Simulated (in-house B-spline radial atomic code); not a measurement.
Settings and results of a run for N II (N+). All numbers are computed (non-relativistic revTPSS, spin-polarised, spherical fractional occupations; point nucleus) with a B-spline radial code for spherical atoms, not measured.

Command:
```bash
python run_scf.py task.json out
```
Settings:
```
Z                7
configuration    [He] 2s2 2p2
hamiltonian      nr
method           revtpss,revtpss
spin_polarised   True
```

Output (hartree, bohr):
```
 radial grid: 42 intervals, B-splines of order 8, outer radius 23.5294 bohr

 iter        energy (Eh)    residual
    1         -54.044883    1.81e-02
    2         -54.046202    9.26e-04
    3         -54.046204    5.23e-04
    4         -54.046205    2.91e-04
    5         -54.046205    3.03e-05
    6         -54.046205    2.27e-06
    7         -54.046205    9.55e-07
    8         -54.046205    7.09e-08

 total energy                       -54.04621
 kinetic                              53.8997
 electron-nucleus                   -123.9540
 Hartree                              22.3351
 exchange-correlation                 -6.3270

 orbital      occ     eigenvalue          <r>       <r^2>       <1/r>       r_max
 1s up      1.000       -14.8947     0.229399    0.071135     6.63804      0.1486
 1s down    1.000       -14.8446     0.228422   0.0704278     6.65557      0.1485
 2s up      1.000        -1.2691      1.22813     1.79777     1.17363      0.9784
 2s down    1.000        -1.1165      1.26976     1.93058     1.13092       1.003
 2p up      2.000        -0.8122      1.25278     1.97423     1.05477      0.9076

 Slater integrals (Eh)
   F0(2s up,2s up)               0.738616
   F0(2s up,2s down)             0.726673
   F0(2s up,2p up)               0.733825
   G1(2s up,2p up)               0.451078
   F0(2s down,2s down)           0.715237
   F0(2s down,2p up)             0.721738
   F0(2p up,2p up)               0.734024
   F2(2p up,2p up)               0.336488
```

Run time, properties included: 0.18 s on 1 thread of Arm Neoverse N1 (shared host).
